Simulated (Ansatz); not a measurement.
C₅H₁₅NS₃Ti (`C[S][Ti]([S]C)([S]C)[N](C)C`), relaxed with RKS PBE0-D4/def2-TZVP in Ansatz 0.2.0 from a GFN2-xTB geometry. The force threshold is 0.005 eV/Å; the program also tests the step.

Total charge 0; spin multiplicity 1.

Start:

```xyz
25

C    -0.467   -1.505   -2.475
S     0.228    0.173   -2.239
Ti   -0.393    0.252   -0.022
S    -2.503   -0.606    0.254
C    -3.086    0.891   -0.630
S    -0.306    2.428    0.715
C     1.451    2.591    0.238
N     0.730   -0.721    0.982
C     0.492   -0.780    2.405
C     1.916   -1.432    0.573
H    -0.391   -2.071   -1.539
H    -1.510   -1.417   -2.783
H     0.106   -1.995   -3.262
H    -2.362    1.172   -1.411
H    -4.048    0.661   -1.086
H    -3.204    1.705    0.089
H     2.054    1.919    0.854
H     1.562    2.354   -0.825
H     1.748    3.623    0.417
H     1.343   -0.359    2.966
H     0.350   -1.820    2.737
H    -0.415   -0.205    2.649
H     2.795   -1.088    1.141
H     1.809   -2.514    0.746
H     2.101   -1.257   -0.495
```

Task: By how much does the energy fall, and how many steps does the optimiser take? (Best estimate.)

Result: Ansatz gave: 26.27 kJ/mol, in 29 steps, 2 of them rejected.

Task: Which bonds change most? (Estimate.)

Result: Computed: Ti3–N8 from 1.793 to 1.855 Å; S2–Ti3 from 2.304 to 2.287 Å; Ti3–S4 from 2.294 to 2.278 Å; S4–C5 from 1.834 to 1.823 Å.

Task: Give the relaxed structure. (Best estimate.)

Result: Computed: 
```xyz
25

C    -0.578   -1.831   -2.557
S    -0.030   -0.098   -2.428
Ti   -0.419    0.291   -0.208
S    -2.501   -0.449    0.347
C    -3.250    0.915   -0.602
S    -0.119    2.542    0.117
C     1.568    2.731    0.764
N     0.826   -0.670    0.778
C     0.654   -0.545    2.210
C     1.925   -1.517    0.397
H    -0.285   -2.415   -1.684
H    -1.661   -1.872   -2.662
H    -0.108   -2.262   -3.441
H    -2.519    1.454   -1.217
H    -4.000    0.504   -1.277
H    -3.710    1.626    0.083
H     1.647    2.296    1.760
H     2.292    2.262    0.100
H     1.781    3.798    0.827
H     1.561   -0.145    2.682
H     0.429   -1.516    2.669
H    -0.175    0.130    2.446
H     2.872   -1.132    0.800
H     1.792   -2.536    0.785
H     2.009   -1.561   -0.689
```
